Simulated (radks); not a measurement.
Trend from Li to Ne: ionisation energy by Delta-SCF between NIST ground configurations, and size. Method: non-relativistic Kohn-Sham, BLYP, spin-polarised, spherical densities, point nucleus; open shells are filled with parallel spins first; computed with a radial shooting solver on a logarithmic mesh with Libxc functionals.

species  configuration  configuration of the ion  IE (eV)  NIST (eV)  kind  -e(HOMO) (eV)  outermost  <r> outermost (bohr)  r at 0.001 e/bohr^3 (bohr)
Li            [He] 2s1                      [He]    5.530      5.392  exp.     3.030 (2s)         2s                  3.77                        4.13
Be            [He] 2s2                  [He] 2s1    8.978      9.323  exp.     5.467 (2s)         2s                  2.61                        4.13
B         [He] 2s2 2p1                  [He] 2s2    8.412      8.298  exp.     3.882 (2p)         2p                  2.25                        3.90
C         [He] 2s2 2p2              [He] 2s2 2p1   11.559     11.260  exp.     5.922 (2p)         2p                  1.74                        3.65
N         [He] 2s2 2p3              [He] 2s2 2p2   14.735     14.534  exp.     8.082 (2p)         2p                  1.43                        3.43
O         [He] 2s2 2p4              [He] 2s2 2p3   13.823     13.618  exp.     7.238 (2p)         2p                  1.34                        3.29
F         [He] 2s2 2p5              [He] 2s2 2p4   17.862     17.423  exp.    10.241 (2p)         2p                  1.13                        3.14
Ne                [Ne]              [He] 2s2 2p5   21.999     21.565  exp.    13.370 (2p)         2p                 0.983                        2.99

Reference values: NIST Atomic Spectra Database (exp. = measured, semi-emp. = semi-empirical, theory = theoretical value adopted there). Open shells are spherical and high-spin; term and fine-structure splittings are not resolved.
